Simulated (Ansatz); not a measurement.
Input file for Ansatz (an electronic-structure program): R-MP2/cc-pV(Q+d)Z on H2OSSi (SMILES O[Si]S), a point of a torsion scan. Files ending in .json are basis or fitting sets from the Basis Set Exchange.

Ansatz 0.2 input:
```yaml
crystal:
  periodic: [false, false, false]
  atoms:
    - {symbol: O, position_ang: [-1.13636945, 0.24091482, -0.10662269]}
    - {symbol: Si, position_ang: [-0.17731106, -0.96801870, -0.62652061]}
    - {symbol: S, position_ang: [1.43439464, -0.60721636, 0.81025106]}
    - {symbol: H, position_ang: [-1.95104616, 0.52216222, -0.50976211]}
    - {symbol: H, position_ang: [1.80386217, -1.88102886, 0.84555447]}
basis:
  gaussian:
    orbitals: cc-pV_Q+d_Z.json
magnetization: {spin_polarized: false}
correlation: {method: mp2, electrons: outside_noble_gas}
scf: {lower_state_search: off}
```

The log:

```
WARN ansatz: RAYON_NUM_THREADS=1 ignored (pool sized by the plan → 1); use --threads N
Functional definition: HF
these checks for a lower state are left out or cut short: stability, starts, cluster_reference, orbital_swaps, neighbouring_geometries, increment
integrals: 0.55 GiB planned
1484 factors; integrals over basis functions are off by at most 6.6e-4 eV
mean field: 0.78 GiB planned
mean field evaluation 1: about -20748.6864 eV, gradient 3.8e1 eV
mean field evaluation 2: about -20748.8052 eV, gradient 3.8e1 eV
mean field evaluation 4: about -20751.7502 eV, gradient 2.9e0 eV
mean field evaluation 8: about -20751.8097 eV, gradient 3.3e-1 eV
mean field evaluation 16: about -20751.8108 eV, gradient 1.8e-6 eV
mean field -20751.81076145 eV, -762.6149794008 hartree, gradient 1.8e-6 eV, S^2 0.000000; 0 other end points of the search recorded, 0 dependent functions left out
11 core orbitals not correlated
reference -20751.81076145 eV, -762.6149794008 hartree; 9, 9 occupied and 223, 223 virtual orbitals, 1484 factors
second order -15.28148893 eV of doubles, -0.00000000 eV of singles
Total energy: -20767.09225038 eV, -763.1765637607 hartree
Checks for a lower state left out: stability, starts, cluster_reference, orbital_swaps, neighbouring_geometries, increment
```

The calculation finished and met its thresholds.

Cost: very roughly 11 core-seconds.
